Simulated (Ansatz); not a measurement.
Cu₃F₃ (the lowest singlet isomer of a short search). Total charge 0; singlet. Geometry r2SCAN-D4/def2-SVP, basis def2-TZVP, Ansatz.

Cartesian coordinates in Å:
```
Cu 1.2308 -0.2798 0.5871
Cu -0.1120 1.0376 -0.9226
Cu -1.1200 -0.7573 0.3345
F -1.8952 0.4315 -0.9037
F 0.1727 -1.5954 1.4216
F 1.7237 1.1634 -0.5168
```

| run | HOMO (eV) | LUMO (eV) |
| --- | --- | --- |
| A | -7.18 | -1.99 |
| B | -6.76 | -2.36 |
| C | -5.71 | -2.85 |
| D | -6.03 | -3.46 |
| E | -5.66 | -3.11 |

HSE06 is defined as in plane-wave codes, on full-range PBE exchange. The structure comes from a short search, and lower isomers may exist.

Question: The runs used HSE06, LDA (SPW92), PBE, PBE0, r2SCAN. Estimate which is which.

Answer: A PBE0 (25 % exact exchange); B HSE06 (range-separated); C r2SCAN (0 % exact exchange); D LDA (SPW92) (0 % exact exchange); E PBE (0 % exact exchange). Exact exchange lowers occupied and raises empty levels; among semilocal functionals meta-GGAs tend to open the gap a little, and such runs are hard to tell apart. The gap grows from 2.54 eV (PBE) to 5.19 eV (PBE0).
